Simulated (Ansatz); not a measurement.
A structure relaxed at B3LYP-D4/def2-SVP in Ansatz, charge 1, singlet:

```xyz
7

Nb    1.5627    0.1967    1.2724
Nb   -1.4423   -1.3083    0.5545
Nb   -0.0453    0.4194   -0.6893
S     0.7109    2.2309    0.9189
S    -0.7485   -1.8839   -1.4891
S    -2.4195    0.6635    0.1731
S     2.3821   -0.3183   -0.7405
```

Problem. Give its formula and point group.

Solution. Nb₃S₄⁺. Point group C2v (tolerance 0.1 Å).

Problem. Summarise the bond lengths by kind (pairs closer than 1.2 times the sum of covalent radii, bridged metal pairs left out).

Solution. 8 × Nb–S 2.23 to 2.54 Å; 1 × Nb–Nb 3.44 Å.

In the def2 sets Nb takes a core potential; there is no spin–orbit coupling. The restricted singlet is unstable towards broken spin symmetry at other levels; at B3LYP-D4/def2-SVP this wasn't settled. The relaxation made no stability test and no search for a lower SCF solution. No other spin state of charge 1 was run. Another isomer (singlet) lies 1.65 eV lower at PBE0-D4/def2-TZVP; other spin states weren't run for this one.
